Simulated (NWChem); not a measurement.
C$_{2}$H$_{6}$F$_{2}$Si; SMILES C[Si@H](F)CF

```xyz
11

C     -1.0843     1.7933    -0.1466
Si     0.0537     0.4066     0.3562
F      1.5675     0.7810    -0.1218
C     -0.4469    -1.2083    -0.4891
F      0.2842    -2.2699     0.0018
H     -0.7351     2.7490     0.2736
H     -2.1085     1.6185     0.2193
H     -1.1236     1.9008    -1.2418
H      0.0952     0.2054     1.8309
H     -1.5239    -1.4056    -0.3279
H     -0.2961    -1.1379    -1.5825
```
Atoms are numbered in this order, from 1.

Level: PBE0/def2-SVP (NWChem), optimised geometry, unscaled harmonic frequencies. 

**Question.** List the harmonic frequencies with IR intensities, and the thermochemistry.

**Answer.** 
```csv
frequency (cm⁻¹),IR intensity (km/mol)
80,3.4
133,1.6
146,0.8
218,2.9
253,9.8
325,9.7
615,10.4
668,17.2
711,20.4
767,78.2
787,22.2
848,11.9
884,149.1
948,189.9
1108,67.4
1249,3.7
1271,38.8
1318,2.9
1423,2.8
1428,6.3
1448,5.6
2265,124.4
3034,16.2
3060,0.4
3094,16.7
3165,1.6
3169,0.5
```

| Quantity | Value |
|---|---|
| zero-point energy | 49.2 kcal/mol |
| thermal correction to the enthalpy at 298.15 K (with zero-point energy) | 54.2 kcal/mol |
| heat capacity Cv | 23.6 cal/(mol K) |
| entropy at 298.15 K and 1 atm (symmetry number 1) | 83.0 cal/(mol K) |
| dipole moment | 3.05 D |

Rigid rotor and harmonic oscillator; modes under 100 cm⁻¹ make the entropy uncertain.
